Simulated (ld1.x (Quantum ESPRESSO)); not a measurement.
# Transferability test, PAW potential for sulfur

ld1.x (Quantum ESPRESSO) 7.5 input, shortened:

```
&input
   title='S', zed=16., rel=0, dft='PW91', iswitch=3,
   config='[Ne] 3s2 3p3.5 3d-2'
 /
 &inputp
   pseudotype=3, lpaw=.true., tm=.true., lloc=-2, rcloc=1.20,
   nlcc=.true., new_core_ps=.true., rcore=0.75,
   which_augfun='PSQ', rmatch_augfun_nc=.true.
 /
6
3S  1  0   2.00   0.00  0.95  1.30  0.0
3S  1  0   0.00  -1.30  0.95  1.30  0.0
3P  2  1   3.50   0.00  1.10  1.20  0.0
3P  2  1   0.00  -0.45  1.10  1.20  0.0
3D  3  2  -2.00   0.35  0.95  1.05  0.0
3D  3  2  -2.00   1.75  0.95  1.05  0.0
 &test
   configts(1)='3s2 3p3.5'
 /
```

Energies are relative to the spin-unpolarised reference configuration 3s2 3p3.5; without spin polarisation the order of configurations can differ from experiment.

```
valence configuration  charge  ΔE all-electron (eV)  error AE − PS (meV)
              3s2 3p3      +1                 7.143                 -0.3
              3s2 3p2      +2                29.501                 -5.6
              3s2 3p0      +4               110.533                  -96
            3s2 3p4.3    -0.3                -6.417                 -0.1
              3s0 3p6       0                15.791                 -0.8
```

What are ΔE and the potential's error for 3s2 3p4?

ΔE = -4.691 eV all-electron; the error (AE − PS) is -0.1 meV.

What are ΔE and the potential's error for 3s2 3p1?

ΔE = 63.630 eV all-electron; the error (AE − PS) is -29 meV.

Levels in the configuration 3s2 3p2:

```tsv
level	all-electron (eV)	pseudo (eV)
3s	-39.322	-39.335
3p	-28.058	-28.069
```
